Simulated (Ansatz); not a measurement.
`OB(O)CCCCc1ccc(/N=N/c2ccccc2)cc1`. The state is a triplet with charge 0. Geometry PBE-D4/def2-SVP, that of the neutral singlet; atoms count from 1.

```xyz
40

O    -5.657    2.057    4.840
B    -4.380    1.699    5.216
O    -4.009    1.446    6.519
C    -3.293    1.549    4.076
C    -3.658    0.460    3.049
C    -2.674    0.313    1.881
C    -1.267   -0.163    2.293
C    -0.365   -0.398    1.109
C     0.432    0.646    0.582
C     1.230    0.453   -0.545
C     1.249   -0.809   -1.185
N     2.017   -1.118   -2.326
N     2.727   -0.167   -2.774
C     3.489   -0.484   -3.922
C     3.486   -1.748   -4.557
C     4.276   -1.955   -5.689
C     5.075   -0.913   -6.202
C     5.080    0.342   -5.573
C     4.289    0.558   -4.437
C     0.458   -1.857   -0.670
C    -0.338   -1.651    0.460
H    -6.292    2.118    5.576
H    -4.729    1.544    7.168
H    -2.304    1.343    4.538
H    -3.201    2.525    3.547
H    -3.747   -0.523    3.565
H    -4.668    0.676    2.639
H    -2.584    1.282    1.340
H    -3.086   -0.408    1.142
H    -1.367   -1.103    2.879
H    -0.803    0.585    2.970
H     0.423    1.629    1.082
H     1.859    1.252   -0.962
H     2.850   -2.536   -4.129
H     4.276   -2.938   -6.186
H     5.694   -1.085   -7.095
H     5.703    1.157   -5.973
H     4.265    1.527   -3.918
H     0.495   -2.829   -1.184
H    -0.950   -2.476    0.857
```

Single mean-field runs in def2-TZVP are fitted with def2-universal-jkfit. At PBE0-D4/def2-TZVP a singlet of charge 0 lies 1.85 eV below the triplet at the same geometry.

(1) Estimate the Mulliken populations of the heavy atoms from the PBE0/def2-TZVP orbitals of Ansatz.

(2) Where does the spin sit?

(3) And the Mayer bond orders between heavy atoms (over 0.3)?

Answers

(1) 
```csv
atom,charge (e),spin (α − β)
O1,-0.43,0.00
B2,0.31,0.00
O3,-0.42,0.00
C4,-0.34,0.00
C5,-0.19,0.00
C6,-0.19,0.01
C7,-0.29,-0.01
C8,0.27,0.13
C9,-0.23,-0.07
C10,-0.19,0.17
C11,0.21,-0.05
N12,-0.04,0.79
N13,-0.05,0.77
C14,0.22,-0.04
C15,-0.21,0.16
C16,-0.11,-0.07
C17,-0.13,0.13
C18,-0.10,-0.07
C19,-0.23,0.11
C20,-0.22,0.12
C21,-0.21,-0.07
```
Mulliken values depend strongly on the basis.

(2) Summed by element: O 0.00, B 0.00, C 0.45, N 1.55, H 0.00, of 2 unpaired in all. Largest on single atoms: N12 0.79, N13 0.77, C10 0.17.

(3) O1–B2 1.34 (1.38 Å); B2–O3 1.35 (1.38 Å); B2–C4 1.00 (1.58 Å); C4–C5 1.00 (1.54 Å); C5–C6 0.99 (1.53 Å); C6–C7 1.00 (1.54 Å); C7–C8 0.89 (1.51 Å); C8–C9 1.35 (1.42 Å); C8–C21 1.35 (1.41 Å); C9–C10 1.43 (1.39 Å); C10–C11 1.33 (1.42 Å); C11–N12 1.10 (1.41 Å); C11–C20 1.34 (1.41 Å); N12–N13 1.55 (1.27 Å); N13–C14 1.11 (1.41 Å); C14–C15 1.34 (1.42 Å); C14–C19 1.36 (1.41 Å); C15–C16 1.44 (1.40 Å); C16–C17 1.41 (1.41 Å); C17–C18 1.40 (1.40 Å); C18–C19 1.45 (1.40 Å); C20–C21 1.45 (1.40 Å).
